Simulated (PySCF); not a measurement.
Relaxation of singlet [CoS2]+

Level of theory: PBE0/[Co def2-SVP, S def2-SVP], no relativity, density fitting, PySCF. A (50,194) grid was used.

A hand-made side-on start, of C2v symmetry, held to at least that symmetry:

Coordinates in bohr (charge 1 multiplicity 1):
```
Co    0.0000    0.0000   -1.9080
S     1.8897    0.0000    1.7585
S    -1.8897    0.0000    1.7585
```

Optimiser trace:
```
step  E − E(last) (kJ/mol)  largest gradient (Eh/bohr)
   0                 18.60                     0.04647
   1                  4.74                     0.02724
   2                  0.85                     0.01278
   3                  0.01                     0.00166
   4                  0.00                     0.00008
   5                  0.00                     0.00000
```

It ends at C2v with Co–S 2.061 Å (×2), S–S 1.969 Å; Co–S–S 61.5° (×2), S–Co–S 57.1°. No frequency check is given, so it may be a saddle point. Other isomers or separated fragments may lie lower.

Stability towards spin polarisation was not tested. At this level a quintet minimum of C2v symmetry lies 179 kJ/mol below this structure.
